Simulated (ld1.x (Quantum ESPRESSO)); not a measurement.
P (Z = 15), TM: configuration errors across variants

P (Z = 15), norm-conserving Troullier–Martins (Kleinman–Bylander form), made with ld1.x (Quantum ESPRESSO) 7.5 (PBEsol, scalar-relativistic). Core [Ne], reference 3s2 3p3. Waves: 3s (bound): rc 1.70 bohr; 3p (bound): rc 1.55 bohr. Local part: all-electron potential smoothed inside 1.50 bohr (lloc = -1). Core correction: Bessel-smoothed model core, default radius (core density twice the valence density).

All-electron excitation energies from the reference (eV): (1) 3s2 3p2 9.698; (2) 3s2 3p1 28.810; (3) 3s2 3p0 58.515; (4) 3s2 3p2.5 3.760; (5) 3s1 3p4 8.509; (6) 3s2 3p3.3 -1.299; (7) 3s0 3p5 17.152.

Errors AE − PS in meV (a dash: test not solved or not reliable):

```csv
change,(1),(2),(3),(4),(5),(6),(7),bound ghosts
base,+4.1,+29,+97,+0.6,-1.7,+0.3,-7.5,none
wave 3s (bound): rc 1.70 bohr becomes 3s (bound): rc 1.16 bohr,+4.3,+31,+109,+0.7,-2.7,+0.3,-13,none
wave 3s (bound): rc 1.70 bohr becomes 3s (bound): rc 1.66 bohr,+4.0,+28,+94,+0.6,-1.2,+0.3,-5.1,none
wave 3s (bound): rc 1.70 bohr becomes 3s (bound): rc 2.02 bohr,+5.2,+39,+137,+0.8,-8.4,+0.3,-36,none
wave 3s (bound): rc 1.70 bohr becomes 3s (bound): rc 2.20 bohr,+6.6,+51,+186,+1.0,-17,+0.3,-72,none
wave 3s (bound): rc 1.70 bohr becomes 3s (bound): rc 2.52 bohr,+9.3,+72,+273,+1.5,-32,+0.4,-141,none
```

(1) Give the same row for: wave 3s (bound): rc 1.70 bohr becomes 3s (bound): rc 1.50 bohr.

Results:

(1) +3.8, +27, +88, +0.6, -0.3, +0.3, -1.0; bound ghosts: none.
